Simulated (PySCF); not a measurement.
Cartesian coordinates in Å; atom numbers follow the order of the lines, from 1:
```xyz
18

C     1.950   -0.604   -0.473
C     1.199   -0.442    0.840
P    -0.417    0.396    0.774
C    -0.133    2.013    0.007
O    -1.144    0.405    2.079
C    -1.321   -0.478   -0.549
F    -0.929   -0.246   -1.817
C    -2.353   -1.308   -0.364
F    -2.985   -1.891   -1.346
F    -2.837   -1.639    0.794
H     1.336   -1.105   -1.236
H     2.264    0.366   -0.885
H     2.858   -1.208   -0.328
H     1.786    0.120    1.586
H     0.973   -1.416    1.306
H     0.286    1.915   -1.004
H     0.553    2.590    0.644
H    -1.096    2.540   -0.044
```

Geometry: PBE0-D3(BJ)/def2-SVP; GIAO shifts from PySCF 2.14.0 with density-fitted response routines, gas phase, non-relativistic, averaged over equivalent atoms.

At wB97X-D/pcSseg-1 (217 basis functions, 86 s wall time on 1 thread of an Arm Neoverse N1, shared host):
| atoms | δ (ppm) |
| --- | --- |
| C8 | 170.7 |
| C6 | 132.5 |
| C2 | 29.8 |
| C4 | 13.9 |
| C1 | 7.9 |
| P3 | 3.5 |
| O5 | 94.0 |
| F9 | -73.1 |
| F10 | -96.8 |
| F7 | -197.6 |
| H15 | 1.71 |
| H14 | 1.64 |
| H16/H17/H18 | 1.40 |
| H11/H12/H13 | 0.97 |

Shifts are taken against calculated references (same method and geometry level): 13C (σ = 184.54 ppm) and 1H (σ = 31.38 ppm) against TMS; 31P (σ = 307.18 ppm) vs H3PO4; 17O (σ = 333.19 ppm) against H2O; 19F (σ = 187.16 ppm) vs CFCl3.

**Question.** Predict the values at PBE0/pcSseg-1 on the same geometry.

**Answer.** 
```csv
atoms,δ at PBE0/pcSseg-1,change
C8,169.5,-1.2
C6,132.0,-0.5
C2,30.3,+0.5
C4,13.3,-0.6
C1,7.8,-0.1
P3,3.7,+0.2
O5,98.1,+4.1
F9,-77.0,-3.9
F10,-101.2,-4.4
F7,-201.3,-3.7
H15,1.77,+0.06
H14,1.70,+0.06
H16/H17/H18,1.40,+0.00
H11/H12/H13,0.97,+0.00
```

Referencing at the same level of theory: TMS for 13C (σref 184.41), 1H (σref 31.27); H3PO4 for 31P (σref 310.13); 17O (σref 334.56) against H2O; 19F (σref 177.25) against CFCl3.

The largest change is at F10 (vinylic fluorine). Cost: 217 basis functions, 73 s wall time on 1 thread of an Arm Neoverse N1, shared host. The order of the carbon signals is the same at both levels.

Unscaled 19F shifts against computed CFCl3 carry errors that often reach 10 to 50 ppm. Experimental scales use liquid or dissolved standards, which lie at an offset from isolated H2O (liquid H2O: subtract about 36 ppm) and H3PO4.
